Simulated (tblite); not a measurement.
Parent: `[CH3:1][CH2:2]/[CH:3]=[CH:4]/[CH2:5][O:6][SiH3:7]` with C1–C2–C3–C4 -119°, C3–C4–C5–O6 -126°, C4–C5–O6–Si7 180°, C5H12OSi.

The geometries are computed with GFN2-xTB (gas phase). One conformer each, not checked by frequencies here.

```json
{"coordinate of the parent": "C1–C2", "value": "1.529 Å"}
{"coordinate of the parent": "C2–C3", "value": "1.495 Å"}
{"coordinate of the parent": "C3=C4", "value": "1.322 Å"}
{"coordinate of the parent": "C4–C5", "value": "1.497 Å"}
{"coordinate of the parent": "C5–O6", "value": "1.401 Å"}
{"coordinate of the parent": "O6–Si7", "value": "1.616 Å"}
{"coordinate of the parent": "C1–C2–C3", "value": "110.9°"}
{"coordinate of the parent": "C2–C3–C4", "value": "125.0°"}
{"coordinate of the parent": "C3–C4–C5", "value": "124.5°"}
{"coordinate of the parent": "C4–C5–O6", "value": "109.5°"}
{"coordinate of the parent": "C5–O6–Si7", "value": "129.5°"}
```

How does the shared frame change in `[CH3:1][CH2:2]/[CH:3]=[CH:4]/[CH2:5][O:6][SiH2:7][Cl:8]` with C1–C2–C3–C4 -125°, C3–C4–C5–O6 115°, C4–C5–O6–Si7 155°, C5–O6–Si7–Cl8 180°, C5H11ClOSi? Atoms pair as C1 = C1, C2 = C2, C3 = C3, C4 = C4, C5 = C5, O6 = O6, Si7 = Si7 (parent first).

| parent | relative | value in the relative | change |
| --- | --- | --- | --- |
| C1–C2 | C1–C2 | 1.528 Å | -0.001 |
| C2–C3 | C2–C3 | 1.494 Å | -0.001 |
| C3=C4 | C3=C4 | 1.322 Å | 0.000 |
| C4–C5 | C4–C5 | 1.497 Å | 0.000 |
| C5–O6 | C5–O6 | 1.406 Å | +0.005 |
| O6–Si7 | O6–Si7 | 1.611 Å | -0.005 |
| C1–C2–C3 | C1–C2–C3 | 111.3° | +0.4 |
| C2–C3–C4 | C2–C3–C4 | 124.9° | -0.1 |
| C3–C4–C5 | C3–C4–C5 | 124.2° | -0.3 |
| C4–C5–O6 | C4–C5–O6 | 109.1° | -0.4 |
| C5–O6–Si7 | C5–O6–Si7 | 131.0° | +1.5 |

Of the parent's bonds, C5–O6 and O6–Si7 change most and about equally (-0.005 to +0.005 Å). Bonds of the relative outside the shared frame: Si7–Cl8 1.994 Å. Point group C1 → C1.

How does the shared frame change in `[CH:1]#[C:2][SiH2:3][O:4][CH2:5]/[CH:6]=[CH:7]/[CH2:8][CH3:9]` with C2–Si3–O4–C5 -58°, Si3–O4–C5–C6 180°, O4–C5–C6–C7 124°, C6–C7–C8–C9 118°, C7H12OSi? Atoms pair as C1 = C9, C2 = C8, C3 = C7, C4 = C6, C5 = C5, O6 = O4, Si7 = Si3 (parent first).

```tsv
parent	relative	value in the relative	change
C1–C2	C9–C8	1.529 Å	0.000
C2–C3	C8–C7	1.495 Å	0.000
C3=C4	C7=C6	1.322 Å	0.000
C4–C5	C6–C5	1.497 Å	0.000
C5–O6	C5–O4	1.401 Å	0.000
O6–Si7	O4–Si3	1.619 Å	+0.003
C1–C2–C3	C9–C8–C7	110.9°	0.0
C2–C3–C4	C8–C7–C6	124.8°	-0.2
C3–C4–C5	C7–C6–C5	124.5°	0.0
C4–C5–O6	C6–C5–O4	109.3°	-0.2
C5–O6–Si7	C5–O4–Si3	130.0°	+0.5
```

No shared bond changes by more than 0.004 Å. Bonds of the relative outside the shared frame: C1≡C2 1.202, C2–Si3 1.859 Å. Point group C1 → C1.
